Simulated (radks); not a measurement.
The silver ion Ag2+ inside a hard spherical wall (all orbitals vanish at R), configuration held at [Kr] 4d9 and not refilled when levels cross. All-electron calculation, scalar-relativistic Kohn-Sham, PBE, spin-polarised, spherical densities, finite nucleus; open shells are filled with parallel spins first (spin-orbit coupling, left out, can overturn this in heavy ions); Fermi nuclear charge, rms radius 4.5454 fm. Program: a radial shooting solver on a logarithmic mesh with Libxc functionals. Eigenvalues in eV for spin up, with the zero of energy where the potential of the charges vanishes at infinity; a dash marks a level that is unbound or too diffuse for the functional's potential to be trusted. A positive occupied level is held by the wall or, in an anion where self-interaction has pushed it up, behind a barrier. The pressure on the wall is -dE/dV.

| R (bohr) | E (hartree) | kinetic (hartree) | e(3d) | e(4s) | e(4p) | e(4d) | e(5s, empty) | e(5p, empty) | pressure (GPa) |
|---|---|---|---|---|---|---|---|---|---|
| free | -5314.83421 | 5521.370 | -381.32 | -117.95 | -81.344 | -29.243 | -20.949 | -14.453 | 0 |
| 12 | -5314.83421 | 5521.370 | -381.32 | -117.95 | -81.344 | -29.243 | -20.949 | -14.453 | < 0.0001 |
| 10 | -5314.83421 | 5521.370 | -381.32 | -117.95 | -81.344 | -29.243 | -20.949 | -14.453 | < 0.0001 |
| 8 | -5314.83421 | 5521.370 | -381.32 | -117.95 | -81.344 | -29.243 | -20.948 | -14.434 | 0.000134 |
| 7 | -5314.83419 | 5521.370 | -381.32 | -117.95 | -81.343 | -29.242 | -20.937 | -14.369 | 0.00232 |
| 3.5 | -5314.72774 | 5522.138 | -378.85 | -115.86 | -79.347 | -27.259 | -14.634 | -3.951 | 48.5 |
| 3 | -5314.47886 | 5523.589 | -375.26 | -113.01 | -76.622 | -24.332 | -6.297 | 7.185 | 226 |
| 2.5 | -5313.57921 | 5528.264 | -366.37 | -106.44 | -70.211 | -16.922 | 14.653 | 32.939 | 1230 |
